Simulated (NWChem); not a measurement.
System: CHF₂NOSi; SMILES N#CO[SiH](F)F

NWChem printed, in part:

```
             Northwest Computational Chemistry Package (NWChem) 7.3.0
             --------------------------------------------------------

 C1  symmetry detected

                             Geometry "geometry" -> ""
                             -------------------------

 Output coordinates in angstroms (scale by  1.889725989 to convert to a.u.)

  No.       Tag          Charge          X              Y              Z
 ---- ---------------- ---------- -------------- -------------- --------------
    1 N                    7.0000     0.11253789    -2.98082221    -0.08585414
    2 C                    6.0000    -0.18506977    -1.87696730     0.11078124
    3 O                    8.0000    -0.54257406    -0.66795736     0.34622828
    4 Si                  14.0000     0.02309564     0.75485885    -0.34634599
    5 F                    9.0000     1.47188406     1.05348608     0.25089733
    6 F                    9.0000    -0.99614946     1.86232336     0.17391258
    7 H                    1.0000     0.05829553     0.66090930    -1.80797996

 Effective nuclear repulsion energy (a.u.)     288.9287747779

  pbe96 is a nonlocal functional; adding pw91lda local functional.

                                 NWChem DFT Module
                                 -----------------

 Summary of "ao basis" -> "ao basis" (spherical)
 ------------------------------------------------------------------------------
       Tag                 Description            Shells   Functions and Types
 ---------------- ------------------------------  ------  ---------------------
 N                           6-31g*                  6       14   3s2p1d
 C                           6-31g*                  6       14   3s2p1d
 O                           6-31g*                  6       14   3s2p1d
 Si                          6-31g*                  8       18   4s3p1d
 F                           6-31g*                  6       14   3s2p1d
 H                           6-31g*                  2        2   2s

            General Information
            -------------------
          SCF calculation type: DFT
          Wavefunction type:  closed shell.
          No. of atoms     :     7
          No. of electrons :    54
           Alpha electrons :    27
            Beta electrons :    27
          Charge           :     0
          Spin multiplicity:     1
          Use of symmetry is: off; symmetry adaption is: off
          Maximum number of iterations: 150
          AO basis - number of functions:    90
                     number of shells:    40
          Convergence on energy requested:  1.00D-06
          Convergence on density requested:  1.00D-05
          Convergence on gradient requested:  5.00D-04

              XC Information
              --------------
          PerdewBurkeErnzerhof Exchange Functional  1.000
            Perdew 1991 LDA Correlation Functional  1.000 local
           PerdewBurkeErnz. Correlation Functional  1.000 non-local

             Grid Information
             ----------------
          Grid used for XC integration:  medium
          Radial quadrature: Mura-Knowles
          Angular quadrature: Lebedev.
          Tag              B.-S. Rad. Rad. Pts. Rad. Cut. Ang. Pts.
          ---              ---------- --------- --------- ---------
          N                   0.65       49          11.0       434
          C                   0.70       49          10.0       434
          O                   0.60       49           8.0       434
          Si                  1.10       88           9.0       590
          F                   0.50       49          11.0       434
          H                   0.35       45          10.0       434
          Grid pruning is: on
          Number of quadrature shells:   378
          Spatial weights used:  Erf1

      Superposition of Atomic Density Guess
      -------------------------------------

 Sum of atomic energies:        -654.76854873

      Non-variational initial energy
      ------------------------------

 Total energy =    -656.535550
 1-e energy   =   -1481.788449
 2-e energy   =     536.324124
 HOMO         =      -0.386475
 LUMO         =       0.065886

     ---------------------------------------------
      Total Density - Mulliken Population Analysis
     ---------------------------------------------

    Atom       Charge   Shell Charges
 -----------   ------   -------------------------------------------------------
    1 N    7     7.96   2.00  0.89  2.49  0.96  1.58  0.03
    2 C    6     4.94   2.00  0.69  1.48  0.28  0.41  0.09
    3 O    8     8.63   2.00  0.90  2.97  0.91  1.83  0.01
    4 Si  14    12.25   2.00  2.00  5.97  0.72  0.96  0.18  0.16  0.25
    5 F    9     9.60   2.00  0.95  3.46  1.00  2.18  0.01
    6 F    9     9.59   2.00  0.95  3.46  1.00  2.18  0.01
    7 H    1     1.04   0.45  0.59

   convergence    iter        energy       DeltaE   RMS-Dens  Diis-err
 ---------------- ----- ----------------- --------- --------- ---------
 d= 0,ls=0.0,diis     1   -657.2142239181 -9.46D+02  2.92D-02  1.79D+00
 d= 0,ls=0.0,diis     2   -656.0843200023  1.13D+00  2.28D-02  1.19D+01
 d= 0,ls=0.0,diis     3   -657.3779774664 -1.29D+00  5.55D-03  4.97D-01
 d= 0,ls=0.0,diis     4   -657.4160852488 -3.81D-02  2.13D-03  1.46D-01
 d= 0,ls=0.0,diis     5   -657.4296924680 -1.36D-02  4.68D-04  4.07D-03
  Resetting Diis
 d= 0,ls=0.0,diis     6   -657.4300099707 -3.18D-04  1.54D-04  7.82D-04
 d= 0,ls=0.0,diis     7   -657.4300805581 -7.06D-05  8.94D-05  3.04D-05
 d= 0,ls=0.0,diis     8   -657.4300730432  7.51D-06  5.58D-05  1.13D-04
 d= 0,ls=0.0,diis     9   -657.4300832294 -1.02D-05  1.52D-05  3.38D-06
 d= 0,ls=0.0,diis    10   -657.4300835023 -2.73D-07  6.13D-06  1.28D-06

         Total DFT energy =     -657.430083502281
      One electron energy =    -1482.997952117326
           Coulomb energy =      599.333162099358
    Exchange-Corr. energy =      -62.694068262250
 Nuclear repulsion energy =      288.928774777937

 Numeric. integr. density =       53.999996905321

                       DFT Final Molecular Orbital Analysis
                       ------------------------------------

 Vector   25  Occ=2.000000D+00  E=-3.141681D-01
              MO Center=  1.6D-01, -3.1D+00, -1.2D-01, r^2= 9.0D-01
   Bfn.  Coefficient  Atom+Function         Bfn.  Coefficient  Atom+Function
  ----- ------------  ---------------      ----- ------------  ---------------
     4      0.444888  1 N  py                 6     -0.420055  1 N  s
     2     -0.273172  1 N  s                  8      0.252909  1 N  py
    18     -0.195020  2 C  py                16      0.180321  2 C  s
     3     -0.134532  1 N  px                20      0.133828  2 C  s
     1      0.125052  1 N  s                  5      0.094664  1 N  pz

 Vector   26  Occ=2.000000D+00  E=-2.830022D-01
              MO Center= -1.0D-01, -2.2D+00,  4.6D-02, r^2= 1.8D+00
   Bfn.  Coefficient  Atom+Function         Bfn.  Coefficient  Atom+Function
  ----- ------------  ---------------      ----- ------------  ---------------
     5     -0.302485  1 N  pz                 3      0.298703  1 N  px
    17      0.238981  2 C  px                19     -0.237807  2 C  pz
    31     -0.208721  3 O  px                33      0.207132  3 O  pz
     9     -0.181609  1 N  pz                 7      0.179371  1 N  px
     4      0.155706  1 N  py                35     -0.154059  3 O  px

 Vector   27  Occ=2.000000D+00  E=-2.747239D-01
              MO Center= -9.5D-02, -2.1D+00,  4.7D-02, r^2= 1.9D+00
   Bfn.  Coefficient  Atom+Function         Bfn.  Coefficient  Atom+Function
  ----- ------------  ---------------      ----- ------------  ---------------
     5      0.324743  1 N  pz                 3      0.318143  1 N  px
    33     -0.240284  3 O  pz                19      0.228597  2 C  pz
    31     -0.229623  3 O  px                17      0.224269  2 C  px
     9      0.194660  1 N  pz                37     -0.192949  3 O  pz
     7      0.190331  1 N  px                35     -0.181627  3 O  px

 Vector   28  Occ=0.000000D+00  E=-1.924193D-02
              MO Center= -2.9D-02, -2.6D-01, -1.2D-01, r^2= 3.7D+00
   Bfn.  Coefficient  Atom+Function         Bfn.  Coefficient  Atom+Function
  ----- ------------  ---------------      ----- ------------  ---------------
    52      0.965734  4 Si s                 20      0.701487  2 C  s
    34     -0.630543  3 O  s                  6     -0.558584  1 N  s
    54     -0.503599  4 Si py                90     -0.460950  7 H  s
    22     -0.343068  2 C  py                48      0.307112  4 Si s
    50     -0.282116  4 Si py                 8     -0.251466  1 N  py

 Vector   29  Occ=0.000000D+00  E=-1.159682D-02
              MO Center=  1.2D-02,  1.0D+00, -4.3D-01, r^2= 3.8D+00
   Bfn.  Coefficient  Atom+Function         Bfn.  Coefficient  Atom+Function
  ----- ------------  ---------------      ----- ------------  ---------------
    54      0.747772  4 Si py                80     -0.475811  6 F  s
    52      0.447654  4 Si s                 48      0.326759  4 Si s
    50      0.328027  4 Si py                90     -0.283904  7 H  s
     6      0.182910  1 N  s                 53     -0.178844  4 Si px
    22      0.165318  2 C  py                77     -0.164001  6 F  px

 Vector   30  Occ=0.000000D+00  E=-5.952878D-03
              MO Center=  1.1D-01,  4.1D-01, -4.3D-01, r^2= 4.3D+00
   Bfn.  Coefficient  Atom+Function         Bfn.  Coefficient  Atom+Function
  ----- ------------  ---------------      ----- ------------  ---------------
    53      0.779206  4 Si px                66     -0.461212  5 F  s
    49      0.458062  4 Si px                52      0.192884  4 Si s
    54      0.192550  4 Si py                 9      0.189017  1 N  pz
    19     -0.171021  2 C  pz                23     -0.169707  2 C  pz
     5      0.164313  1 N  pz                45     -0.150120  4 Si px

     ---------------------------------------------
      Total Density - Mulliken Population Analysis
     ---------------------------------------------

    Atom       Charge   Shell Charges
 -----------   ------   -------------------------------------------------------
    1 N    7     7.29   2.00  0.85  2.26  0.89  1.25  0.04
    2 C    6     5.62   2.00  0.68  2.04  0.21  0.61  0.08
    3 O    8     8.45   2.00  0.89  2.96  0.94  1.64  0.02
    4 Si  14    12.96   2.00  1.99  5.96  0.86  1.46  0.07  0.20  0.42
    5 F    9     9.32   2.00  0.93  3.30  1.02  2.05  0.01
    6 F    9     9.32   2.00  0.93  3.30  1.02  2.05  0.01
    7 H    1     1.04   0.50  0.54

     -------------------------------------------
      Total Density - Lowdin Population Analysis
     -------------------------------------------

    Atom       Charge   Shell Charges
 -----------   ------   -------------------------------------------------------
    1 N    7     7.14   1.99  0.77  2.11  0.67  1.52  0.07
    2 C    6     5.99   1.98  0.52  1.81  0.34  1.14  0.20
    3 O    8     8.18   1.99  0.82  2.79  0.62  1.89  0.06
    4 Si  14    13.27   2.00  1.97  5.87  0.59  1.35  0.31  0.55  0.63
    5 F    9     9.20   1.99  0.93  3.17  0.85  2.24  0.02
    6 F    9     9.20   1.99  0.93  3.17  0.85  2.24  0.02
    7 H    1     1.02   0.49  0.53

     Multipole analysis of the density
     ---------------------------------

     L   x y z        total         alpha         beta         nuclear
     -   - - -        -----         -----         ----         -------
     0   0 0 0      0.000000    -27.000000    -27.000000     54.000000

     1   1 0 0     -0.146884     -0.073442     -0.073442     -0.000000
     1   0 1 0      1.252770      0.626385      0.626385      0.000000
     1   0 0 1     -0.451415     -0.225707     -0.225707     -0.000000

     2   2 0 0    -29.212438    -70.116495    -70.116495    111.020552
     2   1 1 0      1.092165      0.229904      0.229904      0.632357
     2   1 0 1      0.027797      0.275348      0.275348     -0.522900
     2   0 2 0    -37.928175   -262.727401   -262.727401    487.526627
     2   0 1 1     -1.503690      0.797335      0.797335     -3.098361
     2   0 0 2    -26.818909    -25.678111    -25.678111     24.537313
```

Level: PBE/6-31G* (spherical d). The geometry was optimised at PBE0/def2-SVP.

Task: Reconstruct the input file.

Result: One answer among several that fit: the input that was run:
```
start job
memory heap 200 mb stack 900 mb global 1100 mb
geometry units angstroms noautoz
  N      0.233126    -2.952897    -0.124425
  C     -0.110857    -1.865207     0.086140
  O     -0.519287    -0.675493     0.336570
  Si    -0.006682     0.779595    -0.329765
  F      1.423905     1.127773     0.284286
  F     -1.074402     1.836569     0.198238
  H      0.043961     0.709524    -1.792285
end
basis spherical
  * library 6-31g*
end
dft
  xc xpbe96 cpbe96
  iterations 150
  mulliken
end
task dft energy
```
